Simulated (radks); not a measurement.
Polarisabilities and homonuclear dispersion coefficients (atomic units). All-electron calculation, non-relativistic Kohn-Sham, PBE, spin-polarised, spherical densities, point nucleus; open shells are filled with parallel spins first (spin-orbit coupling, left out, can overturn this in heavy ions). Program: a radial shooting solver on a logarithmic mesh with Libxc functionals. Response by self-consistent Sternheimer equations with the Hartree and adiabatic LDA kernel. For heavy and open-shell atoms this level of theory can miss by tens of per cent. "Uncoupled" leaves out the induced potential. Quadrupole and octupole values are given only where no p, d or f shell is open. The Sternheimer factor gamma scales a distant field gradient at the nucleus by 1 - gamma.

| species | configuration | alpha1 (bohr^3) | alpha1, uncoupled | alpha2 (bohr^5) | alpha3 (bohr^7) | C6 | C8 | Sternheimer gamma | recommended alpha1 |
|---|---|---|---|---|---|---|---|---|---|
| Ti | [Ar] 3d2 4s2 | 101.4 | 193.8 | - | - | 1163 | - | - | 87 +/- 10 |
| Sb3+ | [Kr] 4d10 5s2 | 11.79 | 22.48 | 36.05 | 208.7 | 56.10 | 1052 | -14.0 | - |
| Br2+ | [Ar] 3d10 4s2 4p3 | 8.388 | 13.38 | - | - | 40.68 | - | - | - |
| Cr+ | [Ar] 3d5 | 14.68 | 17.88 | - | - | 55.16 | - | - | - |
| C | [He] 2s2 2p2 | 13.55 | 17.90 | - | - | 54.55 | - | - | 11.3 +/- 0.4 |
| Zr | [Kr] 4d2 5s2 | 124.6 | 253.9 | - | - | 1734 | - | - | 112 +/- 13 |
| Se | [Ar] 3d10 4s2 4p4 | 27.85 | 41.49 | - | - | 232.7 | - | - | 28.9 +/- 1 |

Recommended values: Schwerdtfeger and Nagle, table of static dipole polarisabilities (2023 update), measured or computed.

Beside tabulated values, note that relativity, absent from the non-relativistic runs, is large for the heavy elements.
